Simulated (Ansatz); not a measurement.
Gas-phase reaction R1 + R2 → P1 + P2, each structure at its B3LYP-D3(BJ)/def2-TZVP stationary point, reached from a drawn start (curvature not checked).
R1: C2H6AlCl (SMILES [CH3][Al]([CH3])[Cl]), charge 0, multiplicity 1.
P1: C2H6AlF (SMILES [CH3][Al]([CH3])[F]), charge 0, multiplicity 1.
P2, HCl (SMILES Cl) (charge 0, multiplicity 1, Z-matrix in Å and degrees):
```
Cl
H 1 1.2820
```
R2: HF (SMILES F), charge 0, multiplicity 1.

P less R. No zero-point or thermal terms.

Frozen-core correlation throughout.

Codes used: Ansatz (Gaussian basis) for Hartree–Fock, density functionals and correlated methods. No computed number here is a measurement.

Total energies in hartree:

| structure | PBE/def2-TZVPP | PBE0/def2-TZVPP | CCSD(T)/cc-pV(Q+d)Z |
|---|---|---|---|
| R1 | -782.149542 | -782.228395 | -781.559663 |
| P1 | -421.923517 | -421.963225 | -421.577538 |
| P2 | -460.627412 | -460.665459 | -460.363836 |
| R2 | -100.393473 | -100.394002 | -100.373106 |

### Question
Work out the reaction energy at each level in kcal/mol (1 hartree = 627.50947 kcal/mol), and say how far PBE/def2-TZVPP lies from CCSD(T)/cc-pV(Q+d)Z.

### Answer
- PBE/def2-TZVPP: (-421.923517) + (-460.627412) − (-782.149542) − (-100.393473) = -0.007914 hartree = -4.97 kcal/mol
- PBE0/def2-TZVPP: (-421.963225) + (-460.665459) − (-782.228395) − (-100.394002) = -0.006287 hartree = -3.95 kcal/mol
- CCSD(T)/cc-pV(Q+d)Z: (-421.577538) + (-460.363836) − (-781.559663) − (-100.373106) = -0.008605 hartree = -5.40 kcal/mol
PBE/def2-TZVPP less CCSD(T)/cc-pV(Q+d)Z: 0.43 kcal/mol. CCSD(T)/cc-pV(Q+d)Z is the level counted from, the highest shown, and no exact or measured value.

Ansatz is a program for electronic structure.
